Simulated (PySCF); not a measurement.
Constitutional and geometric isomers with formula CH2B2O. Isolated molecules, 0 K electronic values unless said otherwise. One relaxed conformer stands for each flexible species; it need not be the lowest. Strings in code marks are SMILES.

The vertical ionisation energy (Delta-SCF) from two functionals at the same geometries (r2SCAN-D4/def2-TZVP), both in PySCF: PBE-D3(BJ)/def2-TZVP and r2SCAN-D4/def2-TZVP. Delta-SCF ions had no search for a lower state. 

```csv
species,PBE-D3(BJ)/def2-TZVP (eV),r2SCAN-D4/def2-TZVP (eV)
`[H]/B=C1\BO1`,8.80,8.72
`[H]/B=C\B=O`,10.04,10.03
`B1=CB1O`,9.95,9.93
`B=C=BO`,9.20,9.08
`C=BB=O`,9.87,9.79
`OC1=BB1`,9.72,9.69
`C1B2OB12`,8.28,8.09
`BB=C=O`,8.81,8.75
```

Over these rows, drawn at random from the members with no instability flagged (it was tested for open shells, ions and some series alone), PBE minus r2SCAN-D4: mean +0.07 eV, from +0.02 eV to +0.19 eV.
